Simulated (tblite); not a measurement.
Species: C4H10F2GeSi.
Atom-mapped SMILES: `[F:1][CH2:2][C:3]1([SiH2:4][F:5])[CH2:6][GeH2:7][CH2:8]1` (hydrogens: H9, H10 on C2; H11, H12 on Si4; H13, H14 on C6; H15, H16 on Ge7; H17, H18 on C8)

Computed with GFN2-xTB (tblite), gas phase: L-BFGS steps from a force-field or distance-geometry start until the largest atomic force falls under 0.01 eV/Å.

Geometry at step 14:
```
atom  x, y, z in Å
F1     -1.2738   -2.0957    0.4080
C2     -0.5886   -1.3922   -0.5563
C3     -0.2964    0.0242   -0.0731
Si4    -1.9277    0.9648    0.2197
F5     -1.4628    2.4416    0.6782
C6      0.5542   -0.0606    1.2118
Ge7     2.1963   -0.1421    0.0962
C8      0.7371    0.6867   -1.0076
H9      0.3194   -1.9758   -0.7568
H10    -1.2314   -1.4167   -1.4418
H11    -2.6937    1.2099   -0.9899
H12    -2.6289    0.4165    1.3655
H13     0.5397    0.8950    1.7409
H14     0.2333   -0.8414    1.8941
H15     2.6838   -1.5007   -0.3713
H16     3.4927    0.5449    0.5015
H17     0.5991    0.4781   -2.0681
H18     0.7389    1.7696   -0.8628
```

**Question.** What forces act on the atoms?

**Answer.** 
| atom | Fx (eV/Å) | Fy (eV/Å) | Fz (eV/Å) |
| --- | --- | --- | --- |
| F1 | -0.073 | 0.014 | 0.055 |
| C2 | -0.066 | -0.084 | 0.008 |
| C3 | 0.048 | -0.033 | -0.005 |
| Si4 | 0.110 | 0.085 | 0.070 |
| F5 | 0.012 | 0.061 | 0.027 |
| C6 | -0.029 | -0.076 | 0.070 |
| Ge7 | 0.072 | 0.024 | -0.059 |
| C8 | 0.028 | -0.051 | -0.080 |
| H9 | 0.048 | 0.137 | 0.031 |
| H10 | 0.035 | 0.137 | -0.086 |
| H11 | -0.006 | -0.070 | -0.058 |
| H12 | -0.058 | -0.001 | -0.022 |
| H13 | -0.031 | -0.080 | 0.004 |
| H14 | 0.080 | -0.056 | 0.067 |
| H15 | -0.046 | -0.021 | 0.007 |
| H16 | -0.108 | 0.130 | -0.025 |
| H17 | 0.015 | -0.020 | 0.039 |
| H18 | -0.031 | -0.098 | -0.043 |

The largest, 0.17 eV/Å, acts on H16; the rms over all components is 0.063 eV/Å. The forces sum to zero within rounding, as they must for an isolated molecule in no field.

**Question.** Give the force on H16 in Eh/bohr and in nN.

**Answer.** 0.171 eV/Å ÷ 51.422 = 0.00332 Eh/bohr, and 0.171 eV/Å × 1.602 = 0.27 nN.

**Question.** How far is this geometry from the end of the optimisation?

**Answer.** 0.082 eV above it, and 0.193 Å rms away after alignment. The bonds farthest from their final lengths, with half the difference of the two atoms' forces along the bond (positive lengthens):

```csv
bond,now (Å),final (Å),force along bond (eV/Å)
Ge7–C8,2.009,1.991,+0.01
Ge7–H16,1.522,1.513,-0.05
C2–C3,1.525,1.519,+0.03
C3–C6,1.543,1.548,+0.01
C3–C8,1.543,1.547,+0.01
C8–H18,1.093,1.089,-0.02
```

The angle farthest from its final value is C8–Ge7–H16, 125.4° against 119.8°.

The cost below is that of the whole relaxation. On one thread of an Arm Neoverse N1, shared host with 64 logical CPUs at a one-minute load of 62, this took 0.99 s.
